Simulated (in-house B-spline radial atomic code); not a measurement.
Results of a calculation; reference values are marked as such.
**Ghost states of the separable form: In**

In, [Kr] 4d10 5s2 5p1, non-relativistic LDA (VWN5), spherical and spin-unpolarised, from a B-spline radial code for spherical atoms (atomic units; all potentials screened as in the neutral atom).

Troullier-Martins channels: 5s (ε = -0.2905, r_c = 2.669 bohr), 5p (ε = -0.1018, r_c = 3.109 bohr), 4d (ε = -0.7305, r_c = 1.107 bohr). In the Kleinman-Bylander form one channel serves as the local potential, and each other channel l becomes |δV u><u δV|/<u|δV|u>, with δV = V_l − V_local and u the pseudo-orbital. Its strength is E_KB = <u|δV²|u>/<u|δV|u>. By the analysis of Gonze, Stumpf and Scheffler a spurious state lies below the reference level ε if E_KB > 0 and ε is above the second level of the local potential alone, or if E_KB < 0 and ε is above its first. The table's levels are those of angular momentum l in a sphere of 9 bohr, whose wall can lift a shallow ε a little above its free-atom value.

```
local  channel   <u δV u>  <u δV² u>        ε  first local level  second local level
    p        s  -0.018806   0.035904  -0.2904            -0.2869              0.0463
    p        d    -4.8879     39.455  -0.7305             0.0727              0.3044
    s        p   0.013632   0.012235  -0.0993            -0.1173              0.1322
    s        d    -5.4182     48.084  -0.7305             0.0685              0.2924
    d        p    0.13112    0.42174  -0.0993            -4.6198             -0.2564
    d        s     0.3873     2.1429  -0.2904            -9.4549             -1.6161
```

(1) Apply the rule to each row.

Diagonalising the separable Hamiltonian gives:

| local | channel | three lowest levels | all-electron, two lowest valence levels |
| --- | --- | --- | --- |
| p | s | -0.2904, -0.0396, 0.0884 | -0.2904, 0.0565 |
| p | d | -0.7305, 0.0893, 0.3544 | -0.7305, 0.0856 |
| s | p | -0.0993, 0.1422, 0.5037 | -0.0993, 0.1426 |
| s | d | -0.7305, 0.0877, 0.3479 | -0.7305, 0.0856 |
| d | p | -2.2730, -0.0993, 0.1422 | -0.0993, 0.1426 |
| d | s | -6.4284, -0.2904, 0.0556 | -0.2904, 0.0565 |

(2) Which choices of local channel are safe?

Results:

(1) Local p, channel s: E_KB = -1.91, so ε = -0.2904 is set against -0.2869: no ghost. Local p, channel d: E_KB = -8.07, so ε = -0.7305 is set against 0.0727: no ghost. Local s, channel p: E_KB = +0.898, so ε = -0.0993 is set against 0.1322: no ghost. Local s, channel d: E_KB = -8.87, so ε = -0.7305 is set against 0.0685: no ghost. Local d, channel p: E_KB = +3.22, so ε = -0.0993 is set against -0.2564: a ghost. Local d, channel s: E_KB = +5.53, so ε = -0.2904 is set against -1.6161: a ghost.

(2) Free of ghosts: s. With d local the p channel has a ghost 2.17 hartree below ε, since the local potential binds more than one state below ε, and a repulsive term of rank one raises each level at most to the next, so it clears only one of them. With d local the s channel has a ghost 6.14 hartree below ε, since the local potential binds more than one state below ε, and a repulsive term of rank one raises each level at most to the next, so it clears only one of them. Among the safe choices the second level, which tests transfer, is off by at most 2.1 millihartree (s local). With p local the s channel has a spurious state at -0.0396, above ε, where the rule doesn't look; that choice is unsafe too.
